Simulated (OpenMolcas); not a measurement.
## Ce3+: moving or changing the point charges

Ce3+ among 8 point charges of -1 e arranged as a cube (Oh), 2.23 Å from the ion.
```
   1.2875    1.2875    1.2875  -1.00
   1.2875    1.2875   -1.2875  -1.00
   1.2875   -1.2875    1.2875  -1.00
   1.2875   -1.2875   -1.2875  -1.00
  -1.2875    1.2875    1.2875  -1.00
  -1.2875    1.2875   -1.2875  -1.00
  -1.2875   -1.2875    1.2875  -1.00
  -1.2875   -1.2875   -1.2875  -1.00
```

| Item | Value |
| --- | --- |
| Program | OpenMolcas |
| Method | SS-CASPT2, IPEA 0.25 Eh, imaginary shift 0.1 Eh (closed shells correlated: 5s 5p) |
| Basis | ANO-RCC-VDZP [7s6p4d2f1g] |
| Scalar Hamiltonian | DKH2, point nucleus |
| Active space | 1 electron in 7 orbitals (4f) |
| State averaging | 2S+1 = 2 odd, 7 roots |
| Spin-orbit coupling | state interaction with AMFI integrals over the reference wave functions |

Runs around this geometry, states (labels of O, the rotations of Oh). Energies in cm-1 above the lowest state or level, χT in cm3 K/mol; under a threefold ground state the first gap can be a small split of the lowest multiplet, not the spin-orbit step.

```tsv
R (Å)	Ground state	First state of that spin	First gap with spin-orbit (degeneracies)	Width of lowest J	χT at 300 K
2.23	2T1	2T2 270	590 (4, 2)	586	0.675
2.43	2T1	2T2 210	450 (4, 2)	450	0.713
2.65	2T1	2T2 45	270 (4, 2)	269	0.764
```

Taking the width of the lowest J multiplet as R^-n, n = -ln(269 / 586) / ln(2.65 / 2.23) = 4.5 between the shortest and longest distance.

Roots that are degenerate in the reference are averaged as groups; the widest CASPT2 spread within a group is 39 cm-1 (the 3-fold group of multiplicity 2 near 0 cm-1 above the lowest state of its run, R = 2.65). Shifts and gaps below about the spread of the groups concerned are not significant. Point charges carry no covalency, so the field is a model and not that of real ligands. No measured value stands beside these numbers.
